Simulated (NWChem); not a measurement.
## HSi (+1) in NWChem

```xyz
2

Si     0.0000     0.0000     0.1028
H      0.0000     0.0000    -1.4391
```
Charge +1, spin multiplicity 1.

Program: NWChem. Structure: optimised with PBE/def2-SVP, a minimum by its harmonic frequencies.

Symmetry labels belong to the abelian group C2v used in the runs, with the axes of the coordinates shown; states degenerate in a higher group split over its labels.

The structure started from a generated list of species.

List the lowest 3 singlet excitations that TD-BHandHLYP/def2-SVPD gives, with oscillator strengths.


| state | symmetry | energy (eV) | wavelength (nm) | f |
|---|---|---|---|---|
| 1 | b1 | 3.32 | 373 | 0.017 |
| 2 | b2 | 3.32 | 373 | 0.017 |
| 3 | a1 | 9.86 | 126 | 0.756 |
